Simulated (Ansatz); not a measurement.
Stretching the Al1–H2 bond in AlBrH2 (SMILES [AlH2][Br]) (multiplicity 1 held, fragments rigid). Energies count from the point at 1.569 Å.
Geometry at that point (charge 0, multiplicity 1):
```xyz
4

Al    -0.835    -1.299     0.206
H     -0.324    -2.329     1.274
H     -2.126    -1.479    -0.668
Br     0.380     0.591    -0.094
```

R- and RO- levels are restricted; in cc, def2 and unpolarised 6-31G sets they are followed outwards from rest. U- levels take the lowest unrestricted solution at each point, which mixes spins at long bonds. Levels need not reach the same state.

Frozen-core correlation. Filled d and f shells under p-block atoms count as core.

Run with Ansatz (Gaussian basis) for Hartree–Fock, density functionals and correlated methods. Each number belongs to the level named beside it.

### Question
One of these levels gives 106.79 kcal/mol for the energy at R = 5.022 Å. Name it.
A. U-MP2/def2-SVP
B. R-SCS-MP2/def2-SVP
C. R-HF/def2-SVP

### Answer
B, R-SCS-MP2/def2-SVP. The others give 161.39 (R-HF/def2-SVP), 81.27 (U-MP2/def2-SVP)

Doubts at one or more of the structures used: a restricted determinant that unrestricted orbitals would lower (R-HF/def2-SVP, R-SCS-MP2/def2-SVP); a spin-contaminated determinant (U-MP2/def2-SVP).

Ansatz is a program for electronic structure.
